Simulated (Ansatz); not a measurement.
One change: `C[CH2][Sn][OH]` becomes `C[CH2][Sn][CH3]`.

Ansatz, PBE0-D4/def2-TZVP geometries, multiplicity 1. Each molecule was computed in one conformer, which needn't be the lowest.

Elements past krypton have def2 core potentials.

```
                                        property  `C[CH2][Sn][OH]`
size of the dipole moment (B3LYP/def2-TZVPP) / D              2.01
               HOMO energy (PBE/def2-TZVPP) / eV             -5.23
  zero-point energy (PBE0-D4/def2-TZVP) / kJ/mol             202.6
           LUMO energy (ωB97M-V/def2-TZVPP) / eV             -0.35
               LUMO energy (PBE/def2-TZVPP) / eV             -2.78
             LUMO energy (B3LYP/def2-TZVPP) / eV             -2.33
```

(1) Give the same properties after the change, and the shifts. (Estimate.)

Results:

(1) Ansatz gave: 
```tsv
property	`C[CH2][Sn][CH3]`	shift
size of the dipole moment (B3LYP/def2-TZVPP) / D	0.25	-1.76
HOMO energy (PBE/def2-TZVPP) / eV	-4.85	0.38
zero-point energy (PBE0-D4/def2-TZVP) / kJ/mol	259.0	56.4
LUMO energy (ωB97M-V/def2-TZVPP) / eV	-0.56	-0.21
LUMO energy (PBE/def2-TZVPP) / eV	-3.02	-0.24
LUMO energy (B3LYP/def2-TZVPP) / eV	-2.54	-0.21
```

With PBE0 the HOMO rises by 0.46 eV and the LUMO falls by 0.20 eV, so the gap narrows by about 0.66 eV. PBE moves the HOMO by 0.38 eV and ωB97M-V by 0.48 eV. The zero-point energy changes by 56.4 kJ/mol with +6 modes. Dipoles are sizes alone; their direction can turn.

B3LYP here is the variant with VWN-RPA as its local correlation; programs differ in this.
